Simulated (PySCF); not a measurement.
## Broadened absorption spectrum of C5H3ClOS

Species: C5H3ClOS.
SMILES: `O=C(Cl)c1ccsc1`

Computed, not measured: PySCF, TDDFT CAM-B3LYP/def2-SVPD, vertical, gas phase, core orbitals frozen in the response. The structure is a single PBE0-D3(BJ)/def2-SVP conformer in the gas phase; no vibrational or solvent corrections. Torsions of this conformer, `[O:1]=[C:2]([Cl:3])[c:4]1[cH:5][cH:6][s:7][cH:8]1`: O1–C2–C4–C5 1°.

Computed states:

```
state  E (eV)       f
   S1    4.80  0.0002
   S2    5.08   0.020
   S3    5.39   0.249
   S4    6.23  0.0002
   S5    6.40   0.269
   S6    6.55  0.0067
   S7    6.58  0.0020
   S8    6.72  0.0014
   S9    6.76   0.209
  S10    7.16  0.0022
```

Each state is given a Gaussian of 0.25 eV full width at half maximum, with ε(max) = 2.175×10⁸ f / Δν̃ (Δν̃ the width in cm⁻¹). The width is an assumption, not a result. The curve ends short of the highest state used, and states not computed would add to its high-energy end.

Q: What does the envelope look like, and where are its maxima?

A: 
(E (eV), ε (L mol⁻¹ cm⁻¹)): (4.42, 0), (4.47, 0), (4.52, 1), (4.57, 2), (4.62, 6), (4.67, 12), (4.72, 24), (4.77, 49), (4.82, 119), (4.87, 295), (4.92, 652), (4.97, 1200), (5.02, 1823), (5.07, 2387), (5.12, 3088), (5.17, 4756), (5.22, 8567), (5.27, 14889), (5.32, 22024), (5.37, 26540), (5.42, 25734), (5.46, 21420), (5.51, 13952), (5.56, 7281), (5.61, 3044), (5.66, 1019), (5.71, 273), (5.76, 59), (5.81, 10), (5.86, 2), (5.91, 1), (5.96, 6), (6.01, 37), (6.06, 179), (6.11, 710), (6.16, 2279), (6.21, 5890), (6.26, 12226), (6.31, 20369), (6.36, 27252), (6.41, 29372), (6.46, 25796), (6.51, 19296), (6.56, 14260)

Maxima: 230 nm (5.39 eV), ε about 27000, made up of S3 (100%); 194 nm (6.40 eV), ε about 29000, made up of S5 (99%) (ε in L mol⁻¹ cm⁻¹; maxima over ε = 5, shares over 10%).

Q: On this curve, what absorbance would a 10⁻⁵ mol/L sample give at 222 nm over a 1 cm path?

A: 222 nm is 5.585 eV, where ε is about 4900 L mol⁻¹ cm⁻¹, so A = ε c l ≈ 0.049 (Beer–Lambert, with the gas-phase spectrum and the assumed width).

Q: What would ε be at 6.40 eV, the highest of these maxima, with half the width (0.125 eV)?

A: About 58100 L mol⁻¹ cm⁻¹ against 29400, a factor of about 1.97; a lone state at its own centre would give exactly 2.

The vertical ionisation energy (ΔSCF) is 9.65 eV, 2.49 eV above S10.
